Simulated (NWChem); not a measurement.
System: BiBr$_{2}$Cl; SMILES [Cl][Bi]([Br])[Br]

Input file for NWChem:

```
start job
memory heap 200 mb stack 900 mb global 1100 mb
geometry units angstroms noautoz
  Bi    -0.468581     0.439752     0.000000
  Cl    -1.992982    -1.492680     0.000000
  Br     1.073299    -0.233642    -1.991739
  Br     1.073299    -0.233642     1.991739
end
basis spherical
  * library def2-svp
end
ecp
  Bi library def2-ecp
end
dft
  xc xpbe96 cpbe96
  iterations 150
  mulliken
end
task dft energy
```

Excerpt of the output:

```
             Northwest Computational Chemistry Package (NWChem) 7.3.0
             --------------------------------------------------------

 CS  symmetry detected

                             Geometry "geometry" -> ""
                             -------------------------

 Output coordinates in angstroms (scale by  1.889725989 to convert to a.u.)

  No.       Tag          Charge          X              Y              Z
 ---- ---------------- ---------- -------------- -------------- --------------
    1 Bi                  83.0000    -0.44054583     0.50997152     0.00000000
    2 Cl                  17.0000    -2.12426897    -1.28534689     0.00000000
    3 Br                  35.0000     1.03825537    -0.29252485     1.99173900
    4 Br                  35.0000     1.03825537    -0.29252485    -1.99173900

 Effective nuclear repulsion energy (a.u.)    1808.1442192585

      Symmetry information
      --------------------

 Group name             Cs
 Group number              2
 Group order               2
 No. of unique centers     3

 Summary of "ao basis" -> "ao basis" (spherical)
 ------------------------------------------------------------------------------
       Tag                 Description            Shells   Functions and Types
 ---------------- ------------------------------  ------  ---------------------
 Bi                         def2-svp                10       26   4s4p2d
 Cl                         def2-svp                 8       18   4s3p1d
 Br                         def2-svp                12       32   5s4p3d

      Symmetry analysis of basis
      --------------------------

        a'         63
        a"         45

            General Information
            -------------------
          SCF calculation type: DFT
          Wavefunction type:  closed shell.
          No. of atoms     :     4
          No. of electrons :   110
           Alpha electrons :    55
            Beta electrons :    55
          Charge           :     0
          Spin multiplicity:     1
          Use of symmetry is: on ; symmetry adaption is: on
          Maximum number of iterations: 150
          AO basis - number of functions:   108
                     number of shells:    42
          Convergence on energy requested:  1.00D-06
          Convergence on density requested:  1.00D-05
          Convergence on gradient requested:  5.00D-04

              XC Information
              --------------
          PerdewBurkeErnzerhof Exchange Functional  1.000
            Perdew 1991 LDA Correlation Functional  1.000 local
           PerdewBurkeErnz. Correlation Functional  1.000 non-local

             Grid Information
             ----------------
          Grid used for XC integration:  medium
          Radial quadrature: Mura-Knowles
          Angular quadrature: Lebedev.
          Tag              B.-S. Rad. Rad. Pts. Rad. Cut. Ang. Pts.
          ---              ---------- --------- --------- ---------
          Bi                  1.60      123           8.0       590
          Cl                  1.00       88          10.0       590
          Br                  1.15      112          11.0       590
          Grid pruning is: on
          Number of quadrature shells:   323
          Spatial weights used:  Erf1

      Superposition of Atomic Density Guess
      -------------------------------------

 Sum of atomic energies:       -5848.91414886

      Non-variational initial energy
      ------------------------------

 Total energy =   -5817.248799
 1-e energy   =   -9643.143600
 2-e energy   =    3089.487870
 HOMO         =      -0.322970
 LUMO         =      -0.018358

      Symmetry analysis of molecular orbitals - initial
      -------------------------------------------------

  Numbering of irreducible representations:

     1 a'          2 a"

  Orbital symmetries:

     1 a'          2 a"          3 a'          4 a"          5 a'
     6 a'          7 a"          8 a"          9 a'         10 a"
    11 a'         12 a'         13 a"         14 a'         15 a'
    16 a"         17 a'         18 a'         19 a"         20 a'
    21 a'         22 a"         23 a"         24 a'         25 a"
    26 a'         27 a'         28 a'         29 a"         30 a'
    31 a'         32 a"         33 a"         34 a'         35 a'
    36 a"         37 a"         38 a'         39 a"         40 a'
    41 a"         42 a'         43 a'         44 a'         45 a"
    46 a'         47 a'         48 a"         49 a'         50 a"
    51 a'         52 a'         53 a"         54 a"         55 a'
    56 a'         57 a"         58 a'         59 a"         60 a'
    61 a'         62 a'         63 a'         64 a"         65 a'

     ---------------------------------------------
      Total Density - Mulliken Population Analysis
     ---------------------------------------------

    Atom       Charge   Shell Charges
 -----------   ------   -------------------------------------------------------
    1 Bi  23    21.30   2.92 -0.87  1.23  0.61  4.71  1.25  0.78  0.55  9.75  0.35
    2 Cl  17    17.58   2.00  1.99  1.23  0.74  5.94  2.18  3.49  0.01
    3 Br  35    35.56   2.00  2.00  2.00  1.38  0.59  6.00  5.99  2.40  3.20  8.23  1.73  0.05
    4 Br  35    35.56   2.00  2.00  2.00  1.38  0.59  6.00  5.99  2.40  3.20  8.23  1.73  0.05

   convergence    iter        energy       DeltaE   RMS-Dens  Diis-err
 ---------------- ----- ----------------- --------- --------- ---------
 d= 0,ls=0.0,diis     1  -5821.4404080058 -6.56D+03  2.89D-02  1.03D+00
 d= 0,ls=0.0,diis     2  -5820.8638255733  5.77D-01  2.06D-02  4.24D+00
 d= 0,ls=0.0,diis     3  -5821.5662943730 -7.02D-01  3.57D-03  6.72D-02
 d= 0,ls=0.0,diis     4  -5821.5771292354 -1.08D-02  1.19D-03  9.70D-03
 d= 0,ls=0.0,diis     5  -5821.5785823829 -1.45D-03  5.28D-04  1.31D-03
  Resetting Diis
 d= 0,ls=0.0,diis     6  -5821.5787843907 -2.02D-04  1.68D-04  2.19D-04
 d= 0,ls=0.0,diis     7  -5821.5788273152 -4.29D-05  3.51D-05  3.14D-06
 d= 0,ls=0.0,diis     8  -5821.5788268431  4.72D-07  2.82D-05  5.12D-06
 d= 0,ls=0.0,diis     9  -5821.5788276075 -7.64D-07  8.58D-06  5.99D-07

         Total DFT energy =    -5821.578827607525
      One electron energy =    -9642.834392496265
           Coulomb energy =     3312.028444785487
    Exchange-Corr. energy =     -227.179810582006
 Nuclear repulsion energy =      736.406930685259

 Numeric. integr. density =      110.000000625490

                  Occupations of the irreducible representations
                  ----------------------------------------------

                     irrep           alpha         beta
                     --------     --------     --------
                     a'               32.0         32.0
                     a"               23.0         23.0

                       DFT Final Molecular Orbital Analysis
                       ------------------------------------

 Vector   53  Occ=2.000000D+00  E=-2.618703D-01  Symmetry=a"
              MO Center=  7.2D-01, -3.5D-01, -1.0D-12, r^2= 5.9D+00
   Bfn.  Coefficient  Atom+Function         Bfn.  Coefficient  Atom+Function
  ----- ------------  ---------------      ----- ------------  ---------------
    60      0.358782  3 Br py                92     -0.358782  4 Br py
    57      0.318538  3 Br py                89     -0.318538  4 Br py
    54     -0.212082  3 Br py                86      0.212082  4 Br py
    39      0.201294  2 Cl pz                36      0.153305  2 Cl pz
    61      0.152578  3 Br pz                93      0.152578  4 Br pz

 Vector   54  Occ=2.000000D+00  E=-2.601881D-01  Symmetry=a'
              MO Center=  4.9D-01, -3.2D-01, -5.2D-11, r^2= 6.1D+00
   Bfn.  Coefficient  Atom+Function         Bfn.  Coefficient  Atom+Function
  ----- ------------  ---------------      ----- ------------  ---------------
    60      0.375204  3 Br py                92      0.375204  4 Br py
    57      0.325636  3 Br py                89      0.325636  4 Br py
    38      0.248569  2 Cl py                 3     -0.241739  1 Bi s
    54     -0.217087  3 Br py                86     -0.217087  4 Br py
     4     -0.187233  1 Bi s                 35      0.171196  2 Cl py

 Vector   55  Occ=2.000000D+00  E=-2.578269D-01  Symmetry=a"
              MO Center=  8.5D-01, -3.3D-01,  4.3D-14, r^2= 5.8D+00
   Bfn.  Coefficient  Atom+Function         Bfn.  Coefficient  Atom+Function
  ----- ------------  ---------------      ----- ------------  ---------------
    61     -0.312876  3 Br pz                93     -0.312876  4 Br pz
    59      0.285889  3 Br px                91     -0.285889  4 Br px
    58     -0.276992  3 Br pz                90     -0.276992  4 Br pz
    56      0.256969  3 Br px                88     -0.256969  4 Br px
    55      0.183673  3 Br pz                87      0.183673  4 Br pz

 Vector   56  Occ=0.000000D+00  E=-1.183458D-01  Symmetry=a'
              MO Center= -2.0D-01,  2.0D-01, -6.7D-14, r^2= 5.0D+00
   Bfn.  Coefficient  Atom+Function         Bfn.  Coefficient  Atom+Function
  ----- ------------  ---------------      ----- ------------  ---------------
    15     -0.520258  1 Bi py                 3      0.502707  1 Bi s
    12     -0.485528  1 Bi py                61      0.327861  3 Br pz
    93     -0.327861  4 Br pz                37     -0.287178  2 Cl px
    14      0.275010  1 Bi px                11      0.250300  1 Bi px
     1     -0.232174  1 Bi s                  6      0.218025  1 Bi py

 Vector   57  Occ=0.000000D+00  E=-1.018315D-01  Symmetry=a"
              MO Center= -2.2D-01,  3.3D-01,  9.8D-15, r^2= 4.9D+00
   Bfn.  Coefficient  Atom+Function         Bfn.  Coefficient  Atom+Function
  ----- ------------  ---------------      ----- ------------  ---------------
    16      0.684204  1 Bi pz                13      0.583833  1 Bi pz
    59      0.290152  3 Br px                91     -0.290152  4 Br px
     7     -0.262596  1 Bi pz                39     -0.196759  2 Cl pz
    61      0.196667  3 Br pz                93      0.196667  4 Br pz
    49     -0.181641  3 Br s                 81      0.181641  4 Br s

 Vector   58  Occ=0.000000D+00  E=-9.994351D-02  Symmetry=a'
              MO Center= -4.8D-01,  3.0D-01,  5.4D-13, r^2= 4.5D+00
   Bfn.  Coefficient  Atom+Function         Bfn.  Coefficient  Atom+Function
  ----- ------------  ---------------      ----- ------------  ---------------
    14      0.620521  1 Bi px                11      0.516847  1 Bi px
    38      0.364955  2 Cl py                15      0.283884  1 Bi py
    30      0.258834  2 Cl s                 12      0.254274  1 Bi py
     5     -0.234953  1 Bi px                37      0.231422  2 Cl px
    35      0.201962  2 Cl py                61      0.182016  3 Br pz

     ---------------------------------------------
      Total Density - Mulliken Population Analysis
     ---------------------------------------------

    Atom       Charge   Shell Charges
 -----------   ------   -------------------------------------------------------
    1 Bi  23    22.22   2.94 -0.86  1.46  0.36  4.72  1.28  1.36  0.75  9.70  0.51
    2 Cl  17    17.27   2.00  1.98  1.28  0.71  5.93  2.12  3.24  0.01
    3 Br  35    35.26   2.00  2.00  1.99  1.47  0.51  6.00  5.97  2.34  2.95  8.19  1.75  0.08
    4 Br  35    35.26   2.00  2.00  1.99  1.47  0.51  6.00  5.97  2.34  2.95  8.19  1.75  0.08

     -------------------------------------------
      Total Density - Lowdin Population Analysis
     -------------------------------------------

    Atom       Charge   Shell Charges
 -----------   ------   -------------------------------------------------------
    1 Bi  23    22.56   1.48  0.49  1.16  0.74  4.07  1.67  1.41  1.16  9.32  1.06
    2 Cl  17    17.14   2.00  1.96  1.08  0.84  5.82  2.25  3.18  0.01
    3 Br  35    35.15   2.00  2.00  1.96  1.17  0.76  5.99  5.81  2.45  2.98  7.83  2.04  0.16
    4 Br  35    35.15   2.00  2.00  1.96  1.17  0.76  5.99  5.81  2.45  2.98  7.83  2.04  0.16

     Multipole analysis of the density
     ---------------------------------

     L   x y z        total         alpha         beta         nuclear
     -   - - -        -----         -----         ----         -------
     0   0 0 0     -0.000000    -55.000000    -55.000000    110.000000

     1   1 0 0     -0.374878    -25.162766    -25.162766     49.950654
     1   0 1 0      1.295435     29.558911     29.558911    -57.822386
     1   0 0 1     -0.000000     -0.000000     -0.000000      0.000000

     2   2 0 0    -59.624843   -309.489014   -309.489014    559.353184
     2   1 1 0     -2.440269    -36.912537    -36.912537     71.384805
     2   1 0 1      0.000000      0.000000      0.000000      0.000000
     2   0 2 0    -56.393502    -99.720830    -99.720830    143.048158
     2   0 1 1     -0.000000     -0.000000     -0.000000      0.000000
     2   0 0 2    -60.171299   -525.913104   -525.913104    991.654909
```

Level: PBE/def2-SVP with def2 effective core potentials on Bi. Geometry: optimised at PBE0/def2-SVP. def2 effective core potentials on Bi; no spin-orbit coupling.
